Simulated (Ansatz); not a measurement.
System: CsBr, charge 0, singlet. CsBr (SMILES [Cs][Br]).
B3LYP-D3(BJ)/def2-TZVP minimum from Ansatz (a quantum-chemistry and plane-wave program):
```
Cs
Br 1 3.1374
```
Charge 0, spin multiplicity 1.

Total energies in def2-QZVPP, 8 correlated electrons, 18 frozen orbitals. UHF or UKS for unpaired electrons; spin-orbit terms are left out. Correlated methods leave the cores frozen (noble-gas shells, and filled d and f shells in the p block). Past Kr the def2 sets carry scalar-relativistic core potentials. Spin-orbit terms, left out, reach several kcal/mol for Br and I, and more for heavier atoms.

```json
[
 {"method": "HF", "program": "Ansatz", "energy (Eh)": "-2592.41865", "minus CCSDT(Q) (mEh)": "212.35"},
 {"method": "MP2", "program": "Ansatz", "energy (Eh)": "-2592.60787", "minus CCSDT(Q) (mEh)": "23.13"},
 {"method": "CCSD", "program": "Ansatz", "energy (Eh)": "-2592.62202", "minus CCSDT(Q) (mEh)": "8.98"},
 {"method": "CCSD(T)", "program": "Ansatz", "energy (Eh)": "-2592.63028", "minus CCSDT(Q) (mEh)": "0.72"},
 {"method": "CCSDT(Q)", "program": "Ansatz", "energy (Eh)": "-2592.63100", "minus CCSDT(Q) (mEh)": "0.00"}
]
```

Rough core times of Ansatz's runs on a shared machine: CCSD(T) under 20 s, CCSDT(Q) 4 min.
